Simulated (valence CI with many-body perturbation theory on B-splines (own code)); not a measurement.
Sn10+: what the settings do

Computed by valence CI with perturbative core correlation (CI+MBPT): four valence electrons over a frozen Dirac-Fock core [Kr], radial functions for each j: 6 s, 6 p, 5 d, 5 f, 1 g, with the one-electron correlation potential Σ1, the two-electron term Σ2, the three-electron term Σ3, Breit, model QED; selected CI, second order for the rest, scaled by the run's own slope (own B-spline code, finite nucleus).

No measured levels were compared; by estimate terms of the open shell hold to 2 to 4 % of their energy, and close levels can change places. Only levels of the ground parity were solved; by the run's estimate the other parity begins above the list, which can be wrong where configurations are misplaced.

The reference run has the lowest level 4d4 5D_0 and an ionisation energy of 208.321 eV. Its largest variational space holds 10008 state functions.

Names give the largest LS component (configuration and term), which can be under half, so a name can repeat, a term be missing and a line seem to break the LS rules; names also repeat where a configuration has a term twice.

Changed runs:
A. Davidson tolerance 2e-05 → 0.001
B. correlating orbitals by l 3 3 3 3 1 → 4 4 3 0 0; scale of Σ1 1 → 0; scale of Σ2 1 → 0; three-electron term on → off
C. scale of Σ2 1 → 0; highest l with Σ1, explicit Σ2 and valence Breit (higher l get mean screening factors) 3 → 1
D. start configuration 4d4 → 4d5 (bad on purpose)

Excitation energies of the reference run in cm⁻¹, and shifts in cm⁻¹:

```csv
Level,Reference,A,B,C
4d4 5D_1,2967,0,-323,-153
4d4 5D_2,6470,0,-533,-279
4d4 5D_3,9920,0,-632,-368
4d4 5D_4,13165,0,-638,-409
4d4 3P_0,27347,0,+320,-1300
4d4 3H_4,28807,0,+3859,+2494
4d4 3H_5,34102,0,+3898,+2762
4d4 3G_3,34554,0,+3229,+1417
4d4 3P_1,35808,0,+184,-1404
4d4 3F_2,36630,0,+2054,+230
4d4 3H_6,37026,0,+4024,+3027
4d4 3F_4,39940,0,+2668,+1240
Ionisation energy (eV),208.321,0,-3.652,-3.464
```

No effect on these energies: A.

Run D: It gave no result: the electrons of core and valence do not add up to the charge. The program said: "core and valence hold 41 electrons, the ion has 40".
